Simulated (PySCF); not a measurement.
C2H8O2Si.

```xyz
13

C      2.0737    -0.3576     0.4336
C      0.8297     0.2012    -0.2257
O      0.5065     1.5161     0.2452
Si    -0.7780    -0.7997    -0.0350
O     -1.9816     0.2197    -0.5721
H      1.9172    -0.5260     1.5130
H      2.3558    -1.3252    -0.0102
H      2.9227     0.3348     0.3170
H      1.0202     0.3295    -1.3056
H      0.5013     1.4868     1.2098
H     -0.8220    -2.0627    -0.8258
H     -0.9286    -1.1265     1.4229
H     -1.6932     1.1367    -0.4624
```
Charge 0, spin multiplicity 1.

Geometry: PBE0-D3(BJ)/def2-SVP. The structure was generated by enumeration; whether it is a known compound was not checked. The values are those of a single conformer.

Method: KT2/pcSseg-1 (PySCF). Non-relativistic, no solvent.

Computed absolute GIAO shielding of each atom: isotropic value and principal components (ppm):
| atom | σ(iso) | σ11 | σ22 | σ33 | span |
|---|---|---|---|---|---|
| C1 | 163.0 | 145.1 | 158.6 | 185.3 | 40.2 |
| C2 | 119.8 | 91.9 | 108.7 | 158.9 | 66.9 |
| O3 | 271.7 | 225.2 | 261.3 | 328.6 | 103.4 |
| Si4 | 375.6 | 332.7 | 354.4 | 439.6 | 106.9 |
| O5 | 317.7 | 270.3 | 325.7 | 357.1 | 86.8 |
| H6 | 30.3 | 26.9 | 29.0 | 35.2 | 8.3 |
| H7 | 29.9 | 26.0 | 27.4 | 36.3 | 10.4 |
| H8 | 29.4 | 25.9 | 26.9 | 35.4 | 9.5 |
| H9 | 27.7 | 24.6 | 26.5 | 32.1 | 7.5 |
| H10 | 32.4 | 24.9 | 29.7 | 42.5 | 17.6 |
| H11 | 26.1 | 23.0 | 24.5 | 30.9 | 7.8 |
| H12 | 26.6 | 23.3 | 25.3 | 31.1 | 7.8 |
| H13 | 29.7 | 19.7 | 28.4 | 41.0 | 21.3 |
